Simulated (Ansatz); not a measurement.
A geometry relaxed with B3LYP-D3(BJ)/def2-TZVP in Ansatz (a program for electronic structure), charge 0, multiplicity 1:

```xyz
12

H     -1.3502     2.3440     0.0572
N      0.2087    -0.1604    -1.6626
N      1.5183    -0.5499     0.6682
H      1.5769    -0.7547     1.6529
N     -1.3263    -0.5512     0.7400
S     -0.0619     2.2310     0.4235
H      0.5648    -1.0295    -2.0254
H     -0.3334     0.3518    -2.3372
H      2.4158    -0.2901     0.2892
H     -1.6824    -0.1995     1.6133
Si     0.0777     0.1112     0.0170
H     -1.6079    -1.5027     0.5639
```

Question: Write the SMILES of this molecule.

Answer: `N[Si](N)(N)S`
